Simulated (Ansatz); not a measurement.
A nudged elastic band was laid between two geometries of FH + H7N3OTi (14 atoms, charge 0, multiplicity 1).

All numbers below come from RHF/def2-SVP in Ansatz.

* movable images: 5
* climbing image: yes
* spring: 5.0 eV/Å²
* optimiser: quadratic models (default)
* start path: through a guess of the saddle point
* force threshold: 0.03 eV/Å
* iteration limit: 60
* end points: relaxed

First end point:

```xyz
14
Properties=species:S:1:pos:R:3
Ti -0.204 -0.075 -0.130
O -0.212 -0.442 1.670
H -0.637 -0.044 2.413
N 1.560 -0.108 -0.716
H 2.235 -0.706 -0.266
H 1.993 0.465 -1.415
N -0.939 1.607 -0.499
H -1.736 1.775 -1.085
H -0.550 2.478 -0.183
N -1.221 -1.346 -1.050
H -2.061 -1.765 -0.689
H -0.929 -1.826 -1.882
F 1.943 -1.930 1.937
H 1.167 -1.444 2.006
```

Last end point:

```xyz
14
Properties=species:S:1:pos:R:3
Ti 0.062 -0.632 -0.451
O 0.299 0.695 2.975
H -0.428 0.615 3.573
N 1.699 -0.308 -1.285
H 2.399 -1.014 -1.439
H 2.054 0.595 -1.542
N -0.755 0.985 -0.074
H -1.486 1.459 -0.570
H -0.541 1.442 0.800
N -0.990 -1.625 -1.631
H -1.848 -2.085 -1.380
H -0.769 -1.803 -2.594
F 0.285 -1.503 1.101
H 0.428 -0.179 2.628
```

Question: What changes between the two ends?

Answer: Bonds broken: Ti1–O2, F13–H14. Bonds formed: Ti1–F13, O2–H14. FH + H7N3OTi becomes FH6N3Ti + H2O.

Question: Give the energies along the band, and the barrier.

Answer: The run converged. The highest image is number 2 of 0 to 6, 0.49 eV above the first end and 0.95 eV above the last; the last end lies 0.46 eV below the first. A vibrational analysis at the climbing image gives one clearly imaginary mode, 1076i cm⁻¹: a first-order saddle point. The orbitals stay closed-shell, which can raise the energy where a bond breaks towards radicals; this wasn't checked here.

| image | path coordinate (Å) | energy (eV) | Ti1–O2 (Å) | F13–H14 (Å) | Ti1–F13 (Å) |
| --- | --- | --- | --- | --- | --- |
| 0 | 0.00 | 0.00 | 1.84 | 0.92 | 3.51 |
| 1 | 1.45 | 0.07 | 1.84 | 0.92 | 3.20 |
| 2 | 2.90 | 0.49 | 2.00 | 1.12 | 2.20 |
| 3 | 4.26 | -0.28 | 2.21 | 2.20 | 1.84 |
| 4 | 5.61 | -0.32 | 2.38 | 2.18 | 1.82 |
| 5 | 6.97 | -0.41 | 3.18 | 2.05 | 1.80 |
| 6 | 8.33 | -0.46 | 3.68 | 2.03 | 1.79 |

Question: What is the geometry of the highest image?

Answer: 
```xyz
14
Properties=species:S:1:pos:R:3
Ti 0.057 -0.207 0.018
O -0.072 -0.159 2.009
H -0.755 0.081 2.613
N 1.783 0.050 -0.649
H 2.515 -0.604 -0.434
H 2.043 0.643 -1.415
N -0.765 1.376 -0.526
H -1.730 1.471 -0.786
H -0.307 2.269 -0.556
N -1.074 -1.433 -0.832
H -0.946 -2.418 -0.684
H -1.618 -1.263 -1.657
F 0.856 -1.929 1.123
H 0.421 -1.236 1.886
```

Question: What are the harmonic wavenumbers there?

Answer: 1076i, 108, 160, 183, 193, 216, 223, 244, 300, 328, 350, 359, 457, 496, 521, 525, 581, 589, 609, 688, 751, 761, 775, 854, 1320, 1618, 1619, 1631, 1975, 3760, 3762, 3765, 3858, 3868, 3870, 4240 cm⁻¹.

Time of the run: 3.5 min on 4 threads of Arm Neoverse V1 (shared host), peak memory 0.46 GiB.
